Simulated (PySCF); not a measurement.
Si(CCH)2(Cl)(F), SMILES C#C[Si](F)(Cl)C#C (PBE0/def2-SVP optimised geometry):

```
9

C     -1.124     0.923    -0.004
C     -0.718    -0.223     0.000
Si    -0.130    -1.938     0.000
F      1.483    -1.938     0.000
Cl    -0.741    -2.885     1.705
C     -0.714    -2.846    -1.456
C     -1.115    -3.449    -2.433
H     -1.483     1.938    -0.007
H     -1.468    -3.982    -3.298
```

Calculation: PBE0/def2-TZVP (PySCF).

### Question
What are the frontier orbital energies and the dipole moment?

### Answer
HOMO-2 -8.93 eV, HOMO-1 -8.79 eV, HOMO -8.66 eV, LUMO -1.36 eV, LUMO+1 -1.17 eV; dipole moment 2.54 D.

Meta-Löwdin charges at PBE0/def2-TZVP: C1 -0.11, C2 -0.32, Si3 1.24, F4 -0.49, Cl5 -0.26, C6 -0.32, C7 -0.11, H8 0.19, H9 0.19.
